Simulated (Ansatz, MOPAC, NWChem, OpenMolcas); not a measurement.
## GaH2OF (SMILES [OH][GaH][F]): the zero-point energy at each level's own minimum, rung by rung

The runs start from one conformer, not always the lowest.

GaH2OF, singlet, SMILES `[OH][GaH][F]`. Each level relaxes the structure for itself.

Quantity: the zero-point energy at each level's own minimum, in kJ/mol. The values are calculated.

```tsv
level	kind	program	value (kJ/mol)
MNDO	semi-empirical	MOPAC	52.2
PM6-D3	semi-empirical	MOPAC	52.0
PM6-D3H4	semi-empirical	MOPAC	52.1
PM6-DH2	semi-empirical	MOPAC	52.0
HF/3-21G	Hartree–Fock	OpenMolcas	60.1
HF/6-31G* (Cartesian functions)	Hartree–Fock	OpenMolcas	61.8
HF/cc-pVTZ	Hartree–Fock	OpenMolcas	61.9
B3LYP/6-31G*/LANL2DZ (core potential, spherical functions)	global hybrid	NWChem	58.1
PBE0-D4/def2-TZVP	global hybrid	Ansatz	58.8
```

All-electron rows without a relativistic Hamiltonian named are non-relativistic, while core potentials hold scalar relativity, so basis and relativity change together. Harmonic and unscaled. The values span 52.0 to 61.9 kJ/mol.
